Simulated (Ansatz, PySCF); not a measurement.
Ta(O)(F)(NH2)2 (FH4N2OTa), SMILES [NH2][Ta]([NH2])([F])=[O], multiplicity 1. Atoms are numbered in the order given.

```xyz
9

Ta     0.0443     0.0040     0.0145
O      1.5912    -0.4481    -0.5811
F      0.1258     0.9023     1.6923
N     -0.7386     1.1902    -1.3621
H     -1.6799     1.5759    -1.3471
H     -0.2819     1.4467    -2.2333
N     -0.9815    -1.6793     0.1860
H     -0.6244    -2.6015    -0.0492
H     -1.9618    -1.7527     0.4483
```

The structure is a stationary point at PBE0-D3(BJ)/def2-SVP. The spin state was assumed, not searched. The structure was generated by enumeration; whether it is a known compound was not checked. The def2 effective core potentials stand for the cores of Ta; spin–orbit coupling is left out. Other conformers were not sampled.

Two levels are set side by side: PBE-D3(BJ)/def2-SVP (Ansatz, a quantum-chemistry and plane-wave program) and PBE0-D3(BJ)/def2-SVP (Ansatz). Each level has its own optimised geometry; the coordinates shown are those of the second. Frequencies come from the Hessian of PySCF at each geometry. Differences are taken from unrounded values.

```csv
quantity,PBE0-D3(BJ),PBE-D3(BJ),PBE-D3(BJ) minus PBE0-D3(BJ)
mean bond length (Å),1.456,1.468,0.012
bond Ta1–O2 (Å),1.718,1.738,0.020
bond Ta1–F3 (Å),1.905,1.917,0.012
bond Ta1–N4 (Å),1.979,1.991,0.013
bond Ta1–N7 (Å),1.979,1.991,0.013
bond N4–H5 (Å),1.017,1.026,0.009
bond N4–H6 (Å),1.017,1.025,0.009
bond N7–H8 (Å),1.017,1.025,0.009
bond N7–H9 (Å),1.017,1.026,0.009
highest harmonic wavenumber (cm⁻¹),3678,3559,-119
mean harmonic wavenumber (cm⁻¹),1164,1123,-40
zero-point energy (kcal/mol),34.93,33.73,-1.21
```

GGA bonds tend to be longer and softer than those of functionals with exact exchange. Differences between two approximate levels are no errors against the true value.
